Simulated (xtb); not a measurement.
YF2, SMILES [F][Y+][F], charge +1. All values are semi-empirical tight-binding results from xtb (GFN2-xTB unless named), good for trends rather than for accurate numbers. Coordinates come from a GFN2-xTB optimisation. The spin state was assumed, not searched. The isomer is the one that the SMILES or the coordinates give; other isomers of the formula were not compared.

Optimised geometry:

```xyz
3

Y      0.0000     0.0000     0.4945
F      0.0000    -1.4978    -1.0714
F      0.0000     1.4978    -1.0714
```
Charge +1, spin multiplicity 1.

For metal compounds this method's bond lengths and energies can be far off.

| Property | Result |
|---|---|
| point group as xtb finds it | C2v |
| orbital gap | 1.84 eV |
| zero-point energy | 1.0 kcal/mol |
| G − E(el) at 298.15 K (modified RRHO) | -16.6 kcal/mol |

Computed atomic charges and the Wiberg bond orders between heavy atoms:
charges (e) Y1 0.94, F2 0.03, F3 0.03. Bond orders Y1–F2 0.93, Y1–F3 0.93, F2–F3 0.49.
